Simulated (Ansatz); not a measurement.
Computed with Ansatz on PBE0-D4/def2-TZVP structures; ΔE is electronic, products minus reactants. CCSD(T)/CBS adds triple-zeta CCSD(T) − MP2 to the extrapolated MP2 energy (def2 sets, frozen cores). This one scheme is used for every species. DFT in def2-TZVPP. B3LYP here is the variant with VWN-RPA as its local correlation; programs differ in this. HSE06 is defined as in plane-wave codes. Each species was taken in one conformer, which may not be the lowest.

Consider the formal hydrolysis of the Si–C bond: `C=C[SiH2][SiH2]Cl` + H₂O → `O[SiH2][SiH2]Cl` + `C=C`.

`C=C[SiH2][SiH2]Cl`:

Z-matrix (Å, degrees):
```
Si
C 1 1.859
Si 1 2.342 2 109.4
H 1 1.490 2 109.5 3 -120.1
H 1 1.489 2 111.4 3 118.8
C 2 1.330 1 123.3 3 115.6
H 2 1.089 1 118.2 3 -62.8
Cl 3 2.070 1 107.7 2 55.0
H 3 1.486 1 113.2 2 173.6
H 3 1.485 1 112.2 2 -62.9
H 6 1.086 2 122.0 1 -178.6
H 6 1.086 2 121.9 1 1.5
```

H₂O:

Cartesian coordinates in Å:
```
O -0.080 -0.230 -0.303
H -0.705 0.212 0.274
H 0.785 0.018 0.029
```

`O[SiH2][SiH2]Cl`:

```xyz
9

O    -1.400    1.174    0.837
Si   -0.708   -0.323    0.794
Si    1.157   -0.241   -0.632
Cl    0.503    0.883   -2.253
H    -1.496    1.626   -0.004
H    -0.336   -0.662    2.189
H    -1.644   -1.360    0.274
H     2.330    0.466   -0.058
H     1.595   -1.563   -1.147
```

`C=C`:

Cartesian coordinates in Å:
```
C -0.009 0.079 -0.657
C 0.010 -0.079 0.657
H 0.905 0.152 -1.235
H -0.941 0.142 -1.209
H -0.905 -0.152 1.235
H 0.941 -0.142 1.209
```

CCSD(T)/CBS gives -75.7 kJ/mol.

**Question.** Another level gave -76.0 kJ/mol. Which?
A. HSE06-D4/def2-TZVPP
B. r2SCAN0/def2-TZVPP
C. PBE-QIDH/def2-TZVPP
D. B3LYP/def2-TZVPP

**Answer.** C. PBE-QIDH -76.0, r2SCAN0 -80.8, HSE06-D4 -70.8, B3LYP -86.7 kJ/mol.

**Question.** What do rigid-rotor, harmonic-oscillator terms from PBE0-D4/def2-TZVP frequencies (298.15 K, 1 bar) make of the CCSD(T)/CBS value? (Best estimate.)

**Answer.** The calculation gave: ΔZPE = +3.6 kJ/mol, ΔH = -74.8 kJ/mol, ΔS = 0 J/(mol·K), ΔG = -74.8 kJ/mol. Modes under 50 cm⁻¹ make the entropy rough.

Largest T1 diagnostic among the species: 0.011.

At CCSD(T), def2-SVP lies +3.5 kJ/mol from the extrapolated value and def2-TZVPP −0.9 kJ/mol. In def2-TZVPP, CCSD(T) changes the Hartree–Fock value by +20.6 kJ/mol (the triples alone add +3.2 kJ/mol) and MP2 by +21.8 kJ/mol.
